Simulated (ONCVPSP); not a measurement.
# Which change was made? (Al, ONCV)

- Element: aluminium
- Generator: ONCVPSP 4.0.1
- Type: optimised norm-conserving Vanderbilt (ONCV)
- Functional: PBE
- Relativity: scalar-relativistic
- Frozen core: [Ne]
- Valence charge: 3
- Reference configuration: 3s2 3p0.5 (charge +0.5)
- Partial waves: 3s: rc 2.20 bohr, ncon 4, nbas 7, qcut 3.3 1/bohr, 2 projectors, debl 0.3 Ha; 3p: rc 2.20 bohr, ncon 3, nbas 6, qcut 4.1 1/bohr, local
- Local potential: the p channel
- Core correction: Teter function fitted to the true core (icmod 2), fcfact 0.55

In the s channel the program set the typed energies aside and used -0.408, 0.250 Ha.

Cutoffs, loose and tight: the cutoffs (Ha) at which the residual kinetic energy of the hardest occupied pseudo-wave falls to 1 and 0.1 mHa per electron. They do not see the model core or the augmentation charge, which bear on the density cutoff. Test errors are all-electron minus pseudo excitation energies from the reference, over the configurations 3s2 3p1; 3s2 3p0; 3s1 3p0; 3s0 3p3; variants that change the core or the reference have their own tests.

The base gives: outcome: generated, projector energies reset by the program; cutoff, loose: 5.2 Ha; cutoff, tight: 18 Ha; bound ghosts: none; GHOST(+) flags above zero: none; largest test error (meV): +26.

Task: After one change the result is: outcome: generated, projector energies reset by the program; cutoff, loose: 4.1 Ha; cutoff, tight: 5.8 Ha; bound ghosts: none; GHOST(+) flags above zero: none; largest test error (meV): -44. Which change was it?
A. all radii but the core radius scaled by about 1.21 (s 2.66, p 2.66 bohr)
B. all radii but the core radius scaled by about 1.07 (s 2.36, p 2.36 bohr)
C. all radii but the core radius scaled by about 0.89 (s 1.96, p 1.96 bohr)

Result: A. The others give: all radii but the core radius scaled by about 0.89 (s 1.96, p 1.96 bohr) → outcome: generated, projector energies reset by the program; cutoff, loose: 5.6 Ha; cutoff, tight: 22 Ha; bound ghosts: s; GHOST(+) flags above zero: none; largest test error (meV): +29 | all radii but the core radius scaled by about 1.07 (s 2.36, p 2.36 bohr) → outcome: generated, projector energies reset by the program; cutoff, loose: 4.8 Ha; cutoff, tight: 12 Ha; bound ghosts: none; GHOST(+) flags above zero: none; largest test error (meV): +20.
